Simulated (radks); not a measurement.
The numbers below are computed, except where a source is named.
Spherical quantum dot in the effective-mass picture: electrons in a parabolic well V = omega^2 r^2 / 2 with omega = 2.86, all in effective atomic units (hartree* = m*/eps^2 hartree, bohr* = eps/m* bohr), one dielectric constant everywhere. Level of theory: non-relativistic Kohn-Sham, LDA (Slater exchange, Perdew-Wang correlation), spin-polarised, spherical densities (a radial shooting solver with Libxc functionals). Levels are named by radial order and angular momentum (1s, 1p, 1d, 2s, ...), and open shells are averaged over m. Results are scaled to m* = 0.07 and eps = 9.4, for which hartree* = 21.56 meV and bohr* = 7.106 nm.

N = 7, configuration 1s2 1p(up 3, down 2). This is the lowest configuration that the search found. Occupied and some empty levels:

level    occupation  eigenvalue (meV)  <r> (nm)
1s up             1            231.85     5.442
1s down           1            233.26     5.440
1p up             3            279.03     7.014
1p down           2            280.45     7.024
1d up             0            329.39     8.221
1d down           0            330.67     8.235
2s up             0            334.79     7.510
2s down           0            335.76     7.521
1f up             0            382.11     9.238
1f down           0            383.20     9.254

Energy (meV): total 1384.39, kinetic 386.57, external 592.45, Hartree 512.19, exchange-correlation -106.82.
